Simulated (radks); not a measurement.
The numbers below are computed, except where a source is named.
Ionisation of Yb, [Xe] 4f14 6s2, to Yb+, [Xe] 4f14 6s1, under several functionals. Dirac Kohn-Sham, spin-unpolarised, spherical densities, point nucleus; a radial shooting solver on a logarithmic mesh with Libxc functionals.

functional         E(Yb) (hartree)  Exc (hartree)  IE (eV)  -e(HOMO) (eV)  <r> HOMO (bohr)  IE error (eV)
exchange-only B88      -14073.1143      -291.7495    5.955          1.439           0.8090         -0.299
PBE                    -14075.9597      -294.6425    6.538          2.443           0.8043         +0.283
exchange-only PBE      -14071.8568      -290.4729    5.981          1.428           0.8093         -0.273
PBEsol                 -14071.5786      -290.2168    6.551          2.490           0.8041         +0.297
exchange-only LDA      -14060.1562      -278.6611    5.875          1.362           0.8094         -0.379
Wu-Cohen GGA           -14074.8947      -293.5710    6.536          2.474           0.8043         +0.282

NIST Atomic Spectra Database: 6.254 eV (measured). Closest: exchange-only PBE. The Delta-SCF values span 0.68 eV, the total energies 15.80 hartree. The highest occupied level is 4f7/2. Spin polarisation and multiplet splitting are left out, so open shells lie too high by an amount that depends on their filling.

Beside tabulated values, note that spin-unpolarised runs miss the spin-polarisation part of the exchange energy of open shells.
